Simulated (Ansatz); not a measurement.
`OBN[SiH3]` → `NBO` + `[SiH2]`  (silylene loss)

Gas-phase electronic energies from Ansatz, PBE0-D4/def2-TZVP geometries. CCSD(T)/CBS adds triple-zeta CCSD(T) − MP2 to the extrapolated MP2 energy (def2 sets, frozen cores). This one scheme is used for every species. DFT in def2-TZVPP. One conformer a species, not always the lowest.

(1) Is it downhill or uphill in electronic energy at CCSD(T)/CBS, and by how much? (Estimate.)

(2) What do these levels give: r2SCAN-D4, PBE0-D4, ωB97X-V, r2SCANh, CCSD/def2-TZVPP, HF/CBS(def2)? (Best estimate.)

(3) What do rigid-rotor, harmonic-oscillator terms from PBE0-D4/def2-TZVP frequencies (298.15 K, 1 bar) make of the CCSD(T)/CBS value? (Estimate.)

Largest T1 diagnostic among the species: 0.014.

## Answers

(1) Ansatz gave: Uphill: ΔE = +282.0 kJ/mol.

(2) The calculation gave: r2SCAN-D4 298.3, PBE0-D4 286.3, ωB97X-V 290.3, r2SCANh 297.2, CCSD/def2-TZVPP 272.0, HF/CBS(def2) 272.5 kJ/mol.

(3) Computed: ΔZPE = -10.1 kJ/mol, ΔH = +276.6 kJ/mol, ΔS = 152 J/(mol·K), ΔG = +231.4 kJ/mol.

The D4 term adds +12.8 kJ/mol with B3LYP and +6.8 kJ/mol with PBE0; it sums over pairs of atoms, weighted by their polarisabilities, and B3LYP, whose exchange is more repulsive, gets the larger term. From BLYP to BHLYP (50 % exact exchange), in def2-TZVPP and without D4, ΔE moves by +31.4 kJ/mol.

B3LYP here is the variant with VWN-RPA as its local correlation; programs differ in this.
